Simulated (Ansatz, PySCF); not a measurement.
Gas-phase reaction (SMILES): C[O][Al]([Br])[Br] + Cl (HCl) -> [Cl][Al]([Br])[Br] + CO (CH4O) [methanol]; hydrogen chloride cleaves one Al-O bond, a model of a ligand-exchange step.

Geometries: B3LYP-D3(BJ)/def2-TZVP minima from Ansatz (a program for electronic structure), one conformer each, not searched for the lowest. Valence correlation only, unless marked. No spin-orbit coupling. Frozen are the shells of the preceding noble gas and the d and f shells that filled before the atom's block. No relativistic terms. Basis-set limits of correlation are two-point, X^-3; Hartree-Fock from the larger set. Thermal terms are rigid-rotor harmonic-oscillator values from B3LYP-D3(BJ) frequencies (Ansatz or PySCF) at 298.15 K and 1 atm. 1 Eh = 627.5095 kcal/mol.

| species | E, CCSD(T)/CBS(def2-TZVPP,def2-QZVPP) (Ansatz) (Eh) | E, wB97X-V/def2-TZVPD (Ansatz) (Eh) | H - E (Eh) |
|---|---|---|---|
| C[O][Al]([Br])[Br] | -5502.58957 | -5505.57083 | 0.05326 |
| Cl (HCl) | -460.37962 | -460.74931 | 0.01000 |
| [Cl][Al]([Br])[Br] | -5847.36657 | -5850.59551 | 0.01065 |
| CO (CH4O) | -115.61116 | -115.73216 | 0.05533 |

Task: Work out ΔE and ΔH at 298.15 K at the first level, then ΔH at the second.

Result: 
1. ΔE = [(-5847.36657) + (-115.61116)] - [(-5502.58957) + (-460.37962)] = -0.00854 Eh = -5.4 kcal/mol at CCSD(T)/CBS(def2-TZVPP,def2-QZVPP).
2. The terms H - E add up to 0.00272 Eh, so ΔH = (-0.00854 + (0.00272))×627.5095 = -3.7 kcal/mol.
3. At wB97X-V/def2-TZVPD the same steps give ΔE = -4.7 and ΔH = -3.0 kcal/mol, a shift of +0.7 from the first level.
4. These values are not checked against measurement here, since the tables used lack a sound gas-phase enthalpy of formation for at least one species.
